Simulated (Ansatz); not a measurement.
Cost and result for the atomization energy of `C[S][Sn][SH]` (8 atoms, 7 bonds).

```xyz
8

C     0.735    0.833   -0.234
S    -0.832    0.967   -1.128
Sn   -2.306   -0.866   -0.540
S    -0.935   -2.100    1.056
H     1.259   -0.088   -0.492
H     0.579    0.885    0.844
H     1.349    1.680   -0.538
H     0.151   -1.311    1.031
```

Charge 0, multiplicity 1. Correlated methods include outer-core shells of Sn, which these sets cover unevenly. Sn takes the def2 core potential. All single points use the PBE0-D4/def2-TZVP geometry. It is one conformer, not always the lowest. Program: Ansatz. Hardware: A = 2 threads of a server CPU on a shared host; B = 2 threads of an AMD EPYC 7R13 on a shared host and a share of an NVIDIA H100 80 GB. Times are those of one run each, without the atoms' runs, and a repeat can differ threefold. Electronic energies, without spin–orbit coupling; frozen cores. CCSD(T)/CBS adds CCSD(T) − MP2 in def2-TZVPP to the MP2 limit, and its time is that of the two runs behind it. T1 = 0.016. With those shells the extrapolation isn't a true limit. B3LYP takes the VWN-RPA correlation (the form of Gaussian; ORCA's B3LYP/G).

CCSD(T)/CBS is a level of theory with its own doubt, some kJ/mol a heavy atom from the limit and from the frozen cores, so smaller differences don't rank the functionals.

```json
{"level": "LDA (SPW92)/def2-TZVPP [A]", "functions": "221", "wall time": "3.1 s", "atomization (kcal/mol)": "710.0", "difference from CCSD(T)/CBS": "92.6", "per bond": "13.2"}
{"level": "revPBE-D4/def2-TZVPP [A]", "functions": "221", "wall time": "4.6 s", "atomization (kcal/mol)": "615.1", "difference from CCSD(T)/CBS": "-2.3", "per bond": "-0.3"}
{"level": "BLYP-D4/def2-TZVPP [A]", "functions": "221", "wall time": "4.8 s", "atomization (kcal/mol)": "616.1", "difference from CCSD(T)/CBS": "-1.3", "per bond": "-0.2"}
{"level": "PBE-D4/def2-TZVPP (with forces) [A]", "functions": "221", "wall time": "5.5 s", "atomization (kcal/mol)": "629.9", "difference from CCSD(T)/CBS": "12.5", "per bond": "1.8"}
{"level": "CCSD(T)/def2-TZVPP [B]", "functions": "221", "wall time": "7.5 s", "atomization (kcal/mol)": "595.0", "difference from CCSD(T)/CBS": "-22.4", "per bond": "-3.2"}
{"level": "PBE0-D4/def2-TZVPP [A]", "functions": "221", "wall time": "8 s", "atomization (kcal/mol)": "616.6", "difference from CCSD(T)/CBS": "-0.8", "per bond": "-0.1"}
{"level": "r2SCANh-D4/def2-TZVPP [A]", "functions": "221", "wall time": "9.5 s", "atomization (kcal/mol)": "613.7", "difference from CCSD(T)/CBS": "-3.7", "per bond": "-0.5"}
{"level": "B3LYP-D4/def2-TZVPP (with forces) [A]", "functions": "221", "wall time": "11 s", "atomization (kcal/mol)": "614.9", "difference from CCSD(T)/CBS": "-2.5", "per bond": "-0.3"}
{"level": "CCSD(T)/def2-SVP [A]", "functions": "96", "wall time": "11 s", "atomization (kcal/mol)": "563.7", "difference from CCSD(T)/CBS": "-53.7", "per bond": "-7.7"}
{"level": "CCSD(T)/def2-QZVPP [B]", "functions": "399", "wall time": "16 s", "atomization (kcal/mol)": "608.2", "difference from CCSD(T)/CBS": "-9.2", "per bond": "-1.3"}
{"level": "B97M-V/def2-TZVPP [A]", "functions": "221", "wall time": "16 s", "atomization (kcal/mol)": "624.4", "difference from CCSD(T)/CBS": "7.0", "per bond": "1.0"}
{"level": "ωB97X-V/def2-TZVPP [A]", "functions": "221", "wall time": "16 s", "atomization (kcal/mol)": "617.4", "difference from CCSD(T)/CBS": "0.0", "per bond": "0.0"}
{"level": "CCSD(T)/CBS(def2)", "functions": "–", "wall time": "23 s", "atomization (kcal/mol)": "617.4", "difference from CCSD(T)/CBS": "0.0", "per bond": "0.0"}
```

From PBE to PBE0 (25 % exact exchange), in def2-TZVPP and without D4, the atomization energy moves by −12.4 kcal/mol: exact exchange takes away binding that semilocal exchange gives to molecules. At CCSD(T), def2-SVP lies −53.7 kcal/mol from the extrapolated value and def2-TZVPP −22.3 kcal/mol: correlation converges slowly with the basis, and small sets miss more of it in the bonded molecule than in its fragments. The D4 term adds +9.7 kcal/mol with B3LYP and +5.1 kcal/mol with PBE0; it sums over pairs of atoms, weighted by their polarisabilities, and B3LYP, whose exchange is more repulsive, gets the larger term.

Spin–orbit coupling would lower the free Sn atoms strongly, and the atomization energy with them, by more than many differences here. For some Ge, Se and Sn compounds the MP2-based and the directly extrapolated limit differ by 10 to 25 kJ/mol.
